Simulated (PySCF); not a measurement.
Molecule: SMILES C#CC(=C)/C=C/F, C6H5F.

Mapped SMILES: `[CH:1]#[C:2][C:3](=[CH2:4])/[CH:5]=[CH:6]/[F:7]`; H(Xn) means a hydrogen on atom n. Ha(C4) is cis to C2; Hb(C4) is trans to C2.

Spin–spin couplings on one PBE0-D3(BJ)/def2-SVP geometry, PySCF, gas phase, non-relativistic, equivalent pairs averaged (spin–dipole term only in couplings to heteroatoms); isotopes ¹³C, ¹⁹F, ¹H; functional B3LYP.

Question: How do the couplings (Hz) change with the basis set? Times are CPU seconds on 1 thread of an Arm Neoverse V1, shared host. Far from the basis limit: pcJ-0, 6-31G*, def2-TZVP, cc-pVTZ.

Answer: 
```tsv
basis set	functions	¹J(C6,F7)	¹J(C1,H(C1))	¹J(C6,H(C6))	¹J(C1,C2)	¹J(C4,Ha(C4))	¹J(C4,Hb(C4))	¹J(C5,H(C5))	core-s
pcJ-0	106	-437.9	261.3	185.9	166.8	155.8	150.0	148.3	11
6-31G*	108	-246.7	239.2	200.6	185.2	175.5	174.0	164.9	11
def2-TZVP	247	-375.5	260.8	199.4	196.5	166.1	161.1	158.0	38
cc-pVTZ	280	-343.3	258.8	188.0	281.8	158.1	153.7	149.4	43
```

The Fermi-contact term samples the wavefunction at the nucleus, which is why sets with added tight s functions (names with J) are made for couplings.
